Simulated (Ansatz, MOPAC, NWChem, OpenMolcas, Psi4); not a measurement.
GeSiH3ClO (SMILES Cl[SiH]1[O][GeH2]1): the highest harmonic wavenumber at each level's own minimum, rung by rung

GeSiH3ClO, singlet, SMILES `Cl[SiH]1[O][GeH2]1`. Each level relaxes the structure for itself.

Quantity: the highest harmonic wavenumber at each level's own minimum, in cm⁻¹. The values are calculated.

```tsv
level	kind	program	value (cm⁻¹)
AM1	semi-empirical	MOPAC	2244
MNDO	semi-empirical	MOPAC	2357
PM7	semi-empirical	MOPAC	2323
HF/3-21G	Hartree–Fock	OpenMolcas	2381
HF/6-31G* (Cartesian functions)	Hartree–Fock	OpenMolcas	2457
PBE0-D3(BJ)/def2-SVP	global hybrid	NWChem	2277
PBE0-D4/def2-TZVP	global hybrid	Ansatz	2257
MP2/def2-SVP (density fitting, density fitting for correlation)	perturbation theory	Psi4	2354
```

All-electron rows without a relativistic Hamiltonian named are non-relativistic. Harmonic and unscaled. The values span 2244 to 2457 cm⁻¹. In the correlated wave-function rows the outer d shell of Ge is correlated, in sets not made for it.
